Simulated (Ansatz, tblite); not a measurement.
Forces on Si₂O₂⁻ at its PBE0-D4/def2-TZVPD geometry. Total charge -1; doublet.

The xTB rows come from tblite. At PBE-D4/def2-TZVPD the highest occupied level of the charge -1 doublet lies above zero (up to 0.60 eV). The electron is either unbound and held by the finite basis, or the level is raised by self-interaction error. Another isomer (doublet) lies 1.66 eV lower at PBE0-D4/def2-TZVPD; other spin states weren't run for this one.

GFN1-xTB (tblite), largest force 1.59 eV/Å:

```xyz
4
positions Å, forces eV/Å
Si   -1.180   -0.164   -0.380    1.435    0.181    0.669
Si    1.180    0.164    0.380   -1.435   -0.181   -0.669
O     2.414    0.452   -0.499   -0.163   -0.040    0.135
O    -2.414   -0.452    0.499    0.163    0.040   -0.135
```

GFN2-xTB (tblite), largest force 2.64 eV/Å:

```
Si 2.568 0.391 0.450
Si -2.568 -0.391 -0.450
O 0.229 0.060 -0.231
O -0.229 -0.060 0.231
```

PBE-D4/def2-TZVPD (Ansatz), largest force 1.12 eV/Å:

```
Si 0.866 0.207 -0.672
Si -0.866 -0.207 0.672
O 0.882 0.207 -0.647
O -0.882 -0.207 0.647
```
